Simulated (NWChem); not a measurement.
System: InH, singlet; SMILES [InH]

NWChem printed, in part:

```
             Northwest Computational Chemistry Package (NWChem) 7.3.0
             --------------------------------------------------------

                             Geometry "geometry" -> ""
                             -------------------------

 Output coordinates in angstroms (scale by  1.889725989 to convert to a.u.)

  No.       Tag          Charge          X              Y              Z
 ---- ---------------- ---------- -------------- -------------- --------------
    1 In                  49.0000     0.00000000     0.00000000    -0.02088500
    2 H                    1.0000     0.00000000     0.00000000    -1.87055700

 Effective nuclear repulsion energy (a.u.)      14.0185315023

                                 NWChem DFT Module
                                 -----------------

 Summary of "ao basis" -> "ao basis" (spherical)
 ------------------------------------------------------------------------------
       Tag                 Description            Shells   Functions and Types
 ---------------- ------------------------------  ------  ---------------------
 In                         def2-svp                10       26   4s4p2d
 H                          def2-svp                 3        5   2s1p

            General Information
            -------------------
          SCF calculation type: DFT
          Wavefunction type:  closed shell.
          No. of atoms     :     2
          No. of electrons :    22
           Alpha electrons :    11
            Beta electrons :    11
          Charge           :     0
          Spin multiplicity:     1
          Use of symmetry is: off; symmetry adaption is: off
          Maximum number of iterations: 150
          AO basis - number of functions:    31
                     number of shells:    13
          Convergence on energy requested:  1.00D-06
          Convergence on density requested:  1.00D-05
          Convergence on gradient requested:  5.00D-04

              XC Information
              --------------
                         PBE0 Method XC Functional
                     Hartree-Fock (Exact) Exchange  0.250
          PerdewBurkeErnzerhof Exchange Functional  0.750
            Perdew 1991 LDA Correlation Functional  1.000 local
           PerdewBurkeErnz. Correlation Functional  1.000 non-local

             Grid Information
             ----------------
          Grid used for XC integration:  medium
          Radial quadrature: Mura-Knowles
          Angular quadrature: Lebedev.
          Tag              B.-S. Rad. Rad. Pts. Rad. Cut. Ang. Pts.
          ---              ---------- --------- --------- ---------
          In                  1.55      123           8.0       590
          H                   0.35       45           9.0       434
          Grid pruning is: on
          Number of quadrature shells:   168
          Spatial weights used:  Erf1

      Superposition of Atomic Density Guess
      -------------------------------------

 Sum of atomic energies:        -218.54958091

      Non-variational initial energy
      ------------------------------

 Total energy =    -189.601351
 1-e energy   =    -347.257043
 2-e energy   =     151.647750
 HOMO         =      -0.192658
 LUMO         =      -0.009768

   convergence    iter        energy       DeltaE   RMS-Dens  Diis-err
 ---------------- ----- ----------------- --------- --------- ---------
 d= 0,ls=0.0,diis     1   -190.6898744728 -1.97D+02  2.51D-02  4.57D-02
 d= 0,ls=0.0,diis     2   -190.7019445716 -1.21D-02  6.19D-03  9.70D-03
 d= 0,ls=0.0,diis     3   -190.7047583420 -2.81D-03  1.51D-03  7.02D-04
 d= 0,ls=0.0,diis     4   -190.7049209787 -1.63D-04  1.10D-04  1.43D-05
 d= 0,ls=0.0,diis     5   -190.7049224151 -1.44D-06  4.28D-05  8.68D-07
 d= 0,ls=0.0,diis     6   -190.7049225198 -1.05D-07  2.89D-06  1.95D-09

         Total DFT energy =     -190.704922519787
      One electron energy =     -347.528054237609
           Coulomb energy =      167.863962063213
    Exchange-Corr. energy =      -17.048772417820
 Nuclear repulsion energy =        6.007942072429

 Numeric. integr. density =       22.000000213493

                       DFT Final Molecular Orbital Analysis
                       ------------------------------------

[...]

                                NWChem TDDFT Module
                                -------------------

            General Information
            -------------------
           No. of orbitals :      62
            Alpha orbitals :      31
             Beta orbitals :      31
        Alpha frozen cores :       0
         Beta frozen cores :       0
     Alpha frozen virtuals :       0
      Beta frozen virtuals :       0
         Spin multiplicity :       1
    Number of AO functions :      31
        Use of symmetry is : off
      Symmetry adaption is : off
         Schwarz screening :  0.10D-07

              XC Information
              --------------
                  PBE0 Method XC Functional
              Hartree-Fock (Exact) Exchange   0.25
   PerdewBurkeErnzerhof Exchange Functional   0.75
     Perdew 1991 LDA Correlation Functional   1.00 local
    PerdewBurkeErnz. Correlation Functional   1.00 non-local

             TDDFT Information
             -----------------
          Calculation type : Tamm-Dancoff TDDFT
         Wavefunction type : Restricted singlets
          No. of electrons :      22
           Alpha electrons :      11
            Beta electrons :      11
              No. of roots :       6
          Max subspacesize :    5200
            Max iterations :     100
               Target root :       1
           Target symmetry : none
      Symmetry restriction : off
                 Algorithm : Optimal
        Davidson threshold :  0.10D-03

    6 smallest eigenvalue differences (eV)
--------------------------------------------------------
  No. Spin  Occ  Vir  Irrep   E(Occ)    E(Vir)   E(Diff)
--------------------------------------------------------
    1    1   11   12 a        -0.208    -0.063     3.941
    2    1   11   13 a        -0.208    -0.063     3.941
    3    1   11   14 a        -0.208     0.063     7.354
    4    1   10   12 a        -0.372    -0.063     8.419
    5    1   10   13 a        -0.372    -0.063     8.419
    6    1   11   15 a        -0.208     0.152     9.784
--------------------------------------------------------

  Entering Davidson iterations
  Restricted singlet excited states

  Iter   NTrls   NConv    DeltaV     DeltaE      Time
  ----  ------  ------  ---------  ---------  ---------
    1      6       0     0.80E-01   0.10+100        1.0
    2     12       0     0.11E-01   0.14E-01        1.0
    3     18       0     0.17E-02   0.16E-03        1.2
    4     24       6     0.78E-04   0.64E-06        1.0
  ----  ------  ------  ---------  ---------  ---------
  Convergence criterion met

  Ground state a        -190.704922519787 a.u.

  ----------------------------------------------------------------------------
  Root   1 singlet a              0.104543255 a.u.                2.8448 eV
  ----------------------------------------------------------------------------
     Transition Moments    X  0.58372   Y  0.53614   Z -0.00000
     Dipole Oscillator Strength                    0.0437813451
     Electric Quadrupole                           0.0000000473
     Magnetic Dipole                               0.0000013886
     Total Oscillator Strength                     0.0437827810

     Occ.   10  a   ---  Virt.   12  a        0.10475
     Occ.   11  a   ---  Virt.   12  a       -0.93553
     Occ.   11  a   ---  Virt.   13  a       -0.32936
  ----------------------------------------------------------------------------
  Root   2 singlet a              0.104543255 a.u.                2.8448 eV
  ----------------------------------------------------------------------------
     Transition Moments    X -0.53614   Y  0.58372   Z  0.00000
     Dipole Oscillator Strength                    0.0437813453
     Electric Quadrupole                           0.0000000473
     Magnetic Dipole                               0.0000013886
     Total Oscillator Strength                     0.0437827812

     Occ.   10  a   ---  Virt.   13  a        0.10475
     Occ.   11  a   ---  Virt.   12  a        0.32936
     Occ.   11  a   ---  Virt.   13  a       -0.93553
  ----------------------------------------------------------------------------
  Root   3 singlet a              0.273238289 a.u.                7.4352 eV
  ----------------------------------------------------------------------------
     Transition Moments    X -0.00000   Y -0.00000   Z  2.02235
     Dipole Oscillator Strength                    0.7450102049
     Electric Quadrupole                           0.0000000218
     Magnetic Dipole                               0.0000000000
     Total Oscillator Strength                     0.7450102266

     Occ.   10  a   ---  Virt.   14  a       -0.12826
     Occ.   10  a   ---  Virt.   18  a        0.05086
     Occ.   11  a   ---  Virt.   14  a       -0.94269
     Occ.   11  a   ---  Virt.   15  a       -0.21373
     Occ.   11  a   ---  Virt.   18  a        0.19213
  ----------------------------------------------------------------------------
  Root   4 singlet a              0.293336706 a.u.                7.9821 eV
  ----------------------------------------------------------------------------
     Transition Moments    X -1.30642   Y -1.06598   Z -0.00000
     Dipole Oscillator Strength                    0.5559791640
     Electric Quadrupole                           0.0000000049
     Magnetic Dipole                               0.0000001072
     Total Oscillator Strength                     0.5559792761

[...]
```

Level: PBE0/def2-SVP with def2 effective core potentials on In, TDA. Low-valent species are run as closed-shell singlets; no triplet was tried in these runs. Coordinates come from a PBE0-D3(BJ)/def2-TZVP optimisation. def2 effective core potentials on In; no spin-orbit coupling.

Write an input that gives this output.

Several could match; the one computed here: the input that was run:
```
start job
memory heap 200 mb stack 700 mb global 900 mb
geometry units angstroms noautosym nocenter noautoz
  In     0.000000     0.000000    -0.020885
  H      0.000000     0.000000    -1.870557
end
basis spherical
  * library def2-svp
end
ecp
  In library def2-ecp
end
dft
  xc pbe0
  iterations 150
end
tddft
  cis
  nroots 6
  notriplet
end
task tddft energy
```
